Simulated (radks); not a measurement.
Initial-state core-level shifts of neutral promethium when its valence configuration changes from [Xe] 4f5 6s2. Calculated with a radial shooting solver on a logarithmic mesh with Libxc functionals: Dirac Kohn-Sham, PBE, spin-unpolarised, spherical densities, finite nucleus; open shells are shared between the two j in proportion to 2j + 1; Fermi nuclear charge, rms radius 4.962 fm. Shifts are changes of the shell-averaged eigenvalues in eV (positive: less bound); the change of the density at the nucleus, which sets a Mossbauer isomer shift, is in e/bohr^3, on a base of 4.927e+05.

| valence | 1s | 2s | 3s | 4s | density at nucleus |
|---|---|---|---|---|---|
| 4f4 6s2 6p1 | -9.133 | -9.777 | -10.606 | -10.152 | +40.16 |
| 4f7 | +2.043 | +2.479 | +3.022 | +2.851 | -52.84 |
| 4f3 5d2 6s2 | -13.111 | -14.378 | -16.436 | -15.180 | +62.83 |
| 4f4 5d1 6s2 | -6.012 | -6.563 | -7.447 | -6.993 | +28.73 |
| 4f4.5 6s2 6p0.5 | -4.276 | -4.564 | -4.934 | -4.757 | +18.44 |
| 4f5 5d1 6s1 | +0.958 | +1.010 | +0.963 | +0.986 | -21.17 |
| 4f4.5 5d0.5 6s2 | -2.833 | -3.086 | -3.485 | -3.300 | +13.48 |
